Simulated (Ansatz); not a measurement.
Frontier orbitals of H₆OSSiSn (`O[SiH](S)[SnH3]`).

Cartesian coordinates in Å:
```
O 0.961 -0.807 -1.723
Si 0.385 0.473 -0.857
S 2.024 1.567 -0.060
Sn -1.176 -0.313 1.029
H 0.343 -1.505 -1.946
H -0.285 1.469 -1.735
H 2.355 0.638 0.854
H -2.208 -1.576 0.504
H -2.151 0.964 1.602
H -0.248 -0.911 2.333
```

Total charge 0; spin multiplicity 1. Correlated methods include outer-core shells of Sn, which these sets cover unevenly. Sn: def2 effective core potential. Geometry: relaxed with PBE0-D4/def2-TZVP. It is one conformer, not always the lowest. Basis def2-TZVPP, Ansatz.

Orbital energies of one run (eV). Highest occupied ones, from the top: -6.59, -7.31, -8.11, -8.35, -8.42, -9.50, -9.61, -10.62, -11.98, -13.32, -14.68, -19.51, -26.56, -26.56. Empty: -1.06, -0.89, -0.79, -0.15, 0.29, 0.72.

(1) Which functional gave them?
A. LC-ωPBE
B. r2SCAN0
C. B97M-V
D. ωB97M-V

## Answers

(1) C. HOMO energies: B97M-V -6.59, r2SCAN0 -7.52, ωB97M-V -9.38, LC-ωPBE -9.88 eV.

LC-ωPBE has ω = 0.4 bohr⁻¹.
